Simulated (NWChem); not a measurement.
Species: C$_{2}$H$_{3}$FSi; SMILES C#C[SiH2]F

Computed with NWChem. Each level has its own optimisation; frequencies are unscaled.

For level PBE0/def2-SVP:

| Property | Value |
|---|---|
| highest harmonic frequency (cm⁻¹) | 3473 |
| lowest (cm⁻¹) | 152 |
| zero-point energy (kcal/mol) | 24.7 |
| dipole (D) | 1.79 |

Question: What are these values for level Hartree-Fock/3-21G?

Answer: highest harmonic frequency (cm⁻¹): 3649
lowest (cm⁻¹): 186
zero-point energy (kcal/mol): 27.0
dipole (D): 2.15
